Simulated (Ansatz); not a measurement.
`[OH][Ti]([F])([F])[Br]` + `F/C=C\I` → `[OH][Ti]([F])([F])[F]` + `Br/C=C/I`  (formal exchange of groups at a Ti–Br bond)

Program: Ansatz. Geometries: PBE0-D4/def2-TZVP. ΔE: electronic, gas phase. CBS: MP2 limit from def2 TZ/QZ plus the TZ coupled-cluster correction, frozen cores. Double bonds are as drawn, so ΔE can hold a change between cis and trans. Functionals use def2-TZVPP. B3LYP here is the variant with VWN-RPA as its local correlation; programs differ in this. def2 core potentials past Kr. For Br, I, Ti outer-core shells are correlated without core-valence functions, which leaves a few kJ/mol of doubt a bond. Scalar relativity is left out up to krypton. Each species was taken in one conformer, which may not be the lowest.

`[OH][Ti]([F])([F])[Br]`:

```xyz
6

O    -0.939   -1.005   -0.083
Ti    0.387    0.134    0.092
F     1.099    0.440   -1.471
F     1.574   -0.541    1.177
Br   -0.436    2.164    0.940
H    -1.684   -1.192   -0.656
```

`F/C=C\I`:

```xyz
6

F     1.291   -0.770   -0.861
C     0.619    0.240   -0.322
C    -0.526    0.095    0.318
I    -1.467   -1.720    0.591
H     1.108    1.198   -0.462
H    -1.025    0.957    0.736
```

`[OH][Ti]([F])([F])[F]`:

Cartesian coordinates in Å:
```
O -1.094 -0.526 -0.577
Ti 0.279 0.282 0.175
F -0.072 1.989 0.321
F 0.582 -0.408 1.754
F 1.714 0.043 -0.798
H -1.409 -1.379 -0.876
```

`Br/C=C/I`:

Cartesian coordinates in Å:
```
Br -0.641 1.352 1.777
C -0.099 -0.062 0.664
C 0.082 0.108 -0.631
I 0.679 -1.451 -1.859
H 0.042 -0.997 1.188
H -0.064 1.051 -1.139
```

Problem. Is it downhill or uphill in electronic energy at CCSD(T)/CBS, and by how much? (Best estimate.)

Solution. The calculation gave: Downhill: ΔE = -9.7 kcal/mol.

Problem. What do these levels give: PBE-D4, r2SCAN-D4, PBE0-D4, B3LYP-D4, ωB97X-V, ωB97M-V, PBE, r2SCAN, CCSD/def2-TZVPP, MP2/def2-QZVPP, HF/CBS(def2), MP2/CBS(def2)? (Best estimate.)

Solution. Computed: PBE-D4 -9.5, r2SCAN-D4 -8.6, PBE0-D4 -8.6, B3LYP-D4 -9.2, ωB97X-V -9.9, ωB97M-V -9.3, PBE -9.5, r2SCAN -8.6, CCSD/def2-TZVPP -10.9, MP2/def2-QZVPP -11.0, HF/CBS(def2) -7.7, MP2/CBS(def2) -10.7 kcal/mol.

Largest T1 diagnostic among the species: 0.023, so the coupled-cluster value is less sure than usual.

In def2-TZVPP, CCSD(T) changes the Hartree–Fock value by −2.7 kcal/mol (the triples alone add +0.6 kcal/mol) and MP2 by −3.7 kcal/mol. From PBE to PBE0 (25 % exact exchange), in def2-TZVPP and without D4, ΔE moves by +1.0 kcal/mol.
